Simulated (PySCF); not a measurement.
Geometry (Å), atoms numbered from 1 in this order:
```xyz
18

C     2.9646    0.3329   -0.2018
N     1.5775    0.3727   -0.6151
Si    0.3985   -0.7850   -0.2168
F     0.3930   -2.1572   -1.0546
F     0.8087   -1.3522    1.2307
N    -1.1501   -0.1052   -0.3789
C    -1.4799    1.2225    0.0855
C    -2.3238   -0.8852   -0.6972
H     3.0399   -0.2365    0.7200
H     3.6039   -0.1388   -0.9536
H     3.3255    1.3471   -0.0207
H     1.4392    0.9391   -1.4362
H    -2.0619    1.7476   -0.6776
H    -0.5700    1.7793    0.2873
H    -2.0766    1.1782    1.0028
H    -2.9516   -1.0289    0.1888
H    -2.9149   -0.3673   -1.4579
H    -2.0309   -1.8567   -1.0812
```

Isolated molecule, one conformer, non-relativistic Hamiltonian, equivalent nuclei averaged. Coordinates at the GFN2-xTB level; NMR shieldings at PBE0/pcSseg-1/GIAO; PySCF 2.14.0 with density-fitted response routines.

δ = σ(ref) − σ, references computed at the same level: ¹³C (σ = 186.93 ppm) and ¹H (σ = 31.72 ppm) and ²⁹Si (σ = 349.16 ppm) against TMS; ¹⁵N (σ = 267.73 ppm) vs NH3; ¹⁹F (σ = 170.95 ppm) vs CFCl3.

| atoms | nucleus | count | Hirshfeld charge | δ (ppm) |
| --- | --- | --- | --- | --- |
| Si3 | ²⁹Si | 1 | 0.54 | -62.1 |
| H9/H10/H11 | ¹H | 3 | 0.04 | ? |
| N6 | ¹⁵N | 1 | -0.18 | 31.2 |
| H12 | ¹H | 1 | 0.12 | 0.29 |
| N2 | ¹⁵N | 1 | -0.24 | ? |
| H13/H14/H15/H16/H17/H18 | ¹H | 6 | 0.04 | 2.65 |
| C7/C8 | ¹³C | 2 | -0.07 | ? |
| F4/F5 | ¹⁹F | 2 | -0.21 | -168.0 |
| C1 | ¹³C | 1 | -0.06 | 30.3 |

Task: Complete the table.

Result: 
- C7/C8: 39.4 ppm, methyl carbon bonded to N; pulled downfield by the heteroatom
- H9/H10/H11: 2.84 ppm, hydrogen on a methyl carbon bonded to N; its carbon carries N, an electronegative neighbour
- N2: 27.5 ppm, nitrogen bonded to C, Si, H

Exchangeable OH/NH protons stand at their gas-phase positions; hydrogen bonding in a real sample shifts them, mostly to higher δ. Shifts are as computed. Against solution values, carbons near 30 ppm lie about +3 ppm off and those near 130 ppm about +5 ppm. Of 1211 compounds with measured shifts, 218 miss one by over three times the rms of a fit or turn the order of signals round; such compounds aren't used in these exercises. Unscaled 19F shifts against computed CFCl3 carry errors that often reach 10 to 50 ppm. Experimental scales use liquid or dissolved standards, which lie at an offset from isolated NH3 (liquid NH3: subtract about 20 ppm).
